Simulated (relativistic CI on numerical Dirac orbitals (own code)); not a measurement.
**d8 in a ligand field**

Computed with a parametric ligand-field model of a d^n configuration (Racah B and C, spin-orbit zeta, crystal field), exact diagonalisation.

Field parameters in Wybourne normalisation: Oh B⁴₀ = 21Dq, B⁴₄ = √(5/14) B⁴₀. The field is a parameter set, without covalency, and values of 10Dq over about 45,000 cm⁻¹ lie beyond real compounds.

B = 1060 cm⁻¹, C = 5440 cm⁻¹ (C/B = 5.13), Oh, no spin-orbit coupling. Tanabe-Sugano data, E/B above the lowest term (Δ = |10Dq|; b, c mark the second and third term of a kind):

| Δ/B | 3A2 | 3T2 | 3T1 | 1E | 3T1(b) | 1A1 |
| --- | --- | --- | --- | --- | --- | --- |
| 1.0 | 0.00 | 1.00 | 1.79 | 15.99 | 16.21 | 23.04 |
| 5.0 | 0.00 | 5.00 | 8.68 | 17.26 | 21.32 | 25.64 |
| 9.0 | 0.00 | 9.00 | 15.00 | 17.65 | 27.00 | 27.57 |
| 13.0 | 0.00 | 13.00 | 20.68 | 17.83 | 33.32 | 29.02 |
| 17.0 | 0.00 | 17.00 | 25.79 | 17.92 | 40.21 | 30.11 |
| 21.0 | 0.00 | 21.00 | 30.51 | 17.99 | 47.49 | 30.95 |
| 25.0 | 0.00 | 25.00 | 35.00 | 18.03 | 55.00 | 31.61 |
| 29.0 | 0.00 | 29.00 | 39.34 | 18.06 | 62.66 | 32.14 |
| 33.0 | 0.00 | 33.00 | 43.58 | 18.09 | 70.42 | 32.57 |
| 37.0 | 0.00 | 37.00 | 47.77 | 18.10 | 78.23 | 32.93 |
| 41.0 | 0.00 | 41.00 | 51.91 | 18.12 | 86.09 | 33.23 |
| 45.0 | 0.00 | 45.00 | 56.03 | 18.13 | 93.97 | 33.48 |

The ground term stays 3A2.
